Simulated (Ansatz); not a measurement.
Basis-set extrapolation for `C1C2CC3CC1CC(C2)C3` (PBE0-D4/def2-TZVP geometry, frozen core, Ansatz). Multiplicity 1, RHF reference.

|  | def2-TZVPP | def2-QZVPP |
| --- | --- | --- |
| HF | -388.156209 | -388.172967 |
| MP2 correlation | -1.700861 | -1.804490 |
| CCSD(T) correlation | -1.854543 | not run |

Energies in hartree. Use E(X) = E(∞) + A·exp(−7.88·√X) for Hartree–Fock and E(X) = E(∞) + B·X^(−2.97) for correlation, with X = 3 and 4, and add CCSD(T) minus MP2 of the smaller set to the MP2 limit.

Task: What is the CCSD(T) energy at the basis-set limit?

Result: HF limit: -388.172967 + (-0.016758) × 0.13774 = -388.17528. MP2 limit: -1.804490 + (-0.103629) × 0.74074 = -1.88125. Higher-order term: -1.854543 − (-1.700861) = -0.15368. Total: -390.21021 hartree, 5.43 eV below CCSD(T)/def2-TZVPP.
